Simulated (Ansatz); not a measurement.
Consider the cleavage of the Si–Ge bond: `[OH][GeH2][SiH3]` + `[OH][GeH2][OH]` → `[OH][GeH2][O][SiH3]` + `[OH][GeH3]`.

Isolated molecules relaxed with PBE0-D4/def2-TZVP in Ansatz; ΔE leaves out vibrations. CCSD(T)/CBS adds triple-zeta CCSD(T) − MP2 to the extrapolated MP2 energy (def2 sets, frozen cores). For Ge outer-core shells are correlated without core-valence functions, which leaves a few kJ/mol of doubt a bond. Scalar relativity is left out up to krypton. One conformer a species, not always the lowest.

| species | SCS-MP2/def2-TZVPP energy (Eh) |
| --- | --- |
| `[OH][GeH2][SiH3]` | -2443.34734 |
| `[OH][GeH2][OH]` | -2228.26628 |
| `[OH][GeH2][O][SiH3]` | -2518.54676 |
| `[OH][GeH3]` | -2153.10641 |

Task: Work out ΔE.

Result: ΔE = (-2518.54676) + (-2153.10641) − (-2443.34734) − (-2228.26628) = -0.03955 Eh = -1.08 eV. CCSD(T)/CBS gives -0.95 eV.

Largest T1 diagnostic among the species: 0.012.

In def2-TZVPP, CCSD(T) changes the Hartree–Fock value by +0.26 eV (the triples alone add +0.03 eV) and MP2 by +0.21 eV. From PBE to PBE0 (25 % exact exchange), in def2-TZVPP and without D4, ΔE moves by −0.10 eV.
